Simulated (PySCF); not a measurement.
Compound: C5H4NO (doublet state).
Z-matrix (Å and degrees, GFN2-xTB geometry), rows numbered from 1:
```
C 
C   1  1.2266
C   2  1.3170  1  174.04
C   3  1.3005  2  163.55  1   179.58
C   4  1.5016  3  124.42  2     0.13
N   5  1.3506  4  114.39  3     0.00
O   5  1.2100  4  122.01  3   180.00
H   1  1.0480  2  176.55  3  -179.55
H   4  1.0822  3  122.42  2  -179.87
H   6  1.0057  5  119.20  4  -179.99
H   6  1.0054  5  120.98  4    -0.02
```

The hyperfine couplings belong to this conformer and change with its torsions.

Identity: `C#C/[C]=C\C(N)=O` [radical].

Theory: UKS B3LYP, pcH-1 on C H N O, non-relativistic, mean-field spin-orbit, GIAO (PySCF). Geometry: GFN2-xTB, one conformer, isolated molecule. A GFN2-xTB geometry isn't a minimum of the functional, and hyperfine couplings can be far from their values at a DFT geometry. No stability test was run, so a lower SCF solution isn't excluded. ⟨S²⟩ is 0.778 where a pure state has 0.75.

Task: Give the principal g shifts and their parts.

Result: 
| Δg (ppm) | 1 | 2 | 3 |
| --- | --- | --- | --- |
| relativistic mass correction | -152 | -152 | -152 |
| gauge correction | 15 | 19 | 22 |
| orbital Zeeman/spin–orbit | -113 | -65 | 943 |
| total | -251 | -198 | 813 |

So g = 2.00207, 2.00212, 2.00313 and g_iso = 2.00244; the tensor is close to axial: the two nearest values differ by 5 % of g3 − g1. Axes: g3 is normal to the molecular plane.

Task: Average each term over the three axes. Which is largest in size?

Result: The orbital-Zeeman/spin–orbit term 255, the mass correction -152 and the gauge correction 19 ppm, for a total of 121 ppm. The orbital-Zeeman/spin–orbit term is the largest in size. The mass correction is the same along every axis, so the anisotropy comes from the other two: their spans along these axes are 7 (gauge) and 1056 ppm (orbital Zeeman/spin–orbit).

Task: What effective moment and Curie constant follow for a powder?

Result: With the mean of g² = 4.0098 and S(S+1) = 0.75: μ_eff = √(⟨g²⟩S(S+1)) = 1.734 μB and χT = 0.12505·⟨g²⟩·S(S+1) = 0.376 cm³ K/mol (cgs; spin-Hamiltonian part alone).

Task: In a frozen sample, at which fields do the three g values resonate at 9.5, 34, 94 and 263 GHz (hyperfine left aside), and which band first spreads them over more than twice a line width of 1.0 mT?

Result: 
```json
{"band": "X", "GHz": "9.5", "B(g3) mT": "338.85", "B(g2) mT": "339.02", "B(g1) mT": "339.03", "spread mT": "0.18"}
{"band": "Q", "GHz": "34.0", "B(g3) mT": "1212.71", "B(g2) mT": "1213.32", "B(g1) mT": "1213.36", "spread mT": "0.64"}
{"band": "W", "GHz": "94.0", "B(g3) mT": "3352.79", "B(g2) mT": "3354.49", "B(g1) mT": "3354.57", "spread mT": "1.78"}
{"band": "J", "GHz": "263.0", "B(g3) mT": "9380.69", "B(g2) mT": "9385.42", "B(g1) mT": "9385.67", "spread mT": "4.98"}
```

The spread grows in proportion to the frequency. J band is the first where it exceeds 2.0 mT.

The largest Mulliken spin populations are on C3 (+0.72), C1 (+0.62), C2 (-0.27) and C4 (-0.16).

The HOMO–LUMO gaps are 3.81 eV among the α and 4.21 eV among the β orbitals.
